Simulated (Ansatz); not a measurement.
A made-up structure of CH₃NTe, closed shell:

```
6
angstrom
N -1.2591 0.2805 -0.7390
C -0.1508 -0.0327 -0.2360
Te 0.3305 0.6094 1.7125
H -0.0298 -0.7658 -0.9920
H 0.6309 -0.6299 -0.7178
H 1.8118 -0.1344 1.6628
```

It is relaxed with PBE-D4/def2-SVP and then PBE0-D4/def2-TZVP (Ansatz 0.2.0). Atoms count as bonded within 1.22 times the sum of their covalent radii (H–H: 0.88 Å). The end point is not checked to be a true minimum.

Question: Does its bonding change? (A judgement: the text doesn't fix the answer.)

Answer: Computed: Yes. Formed: none; broken: C2–H4, C2–H5.

Where it ends: The first stage lowers the energy by 4.74 eV in 18 steps. It ends as a complex of CHNTe ([N][C][TeH]) + H₂:
```xyz
6
angstrom
N -1.6097 0.6301 -0.5265
C -0.9115 0.7000 0.3892
Te 0.2592 0.8726 2.0436
H 0.7557 -1.2228 -1.3176
H 1.4073 -1.5816 -1.2483
H 1.4325 -0.0710 1.3500
```

Labels in which every atom is bracketed show which atoms are joined, not bond orders.

For scale, one of the runs: PBE0-D4/def2-TZVP relaxation, 130 basis functions, launched by `ansatz run in.yaml --threads 2 --pin off --events-out ev --progress --plain --max-ram 4352MiB`. The run took about 14 s on 2 CPU threads of an Arm Neoverse V2 (shared host).
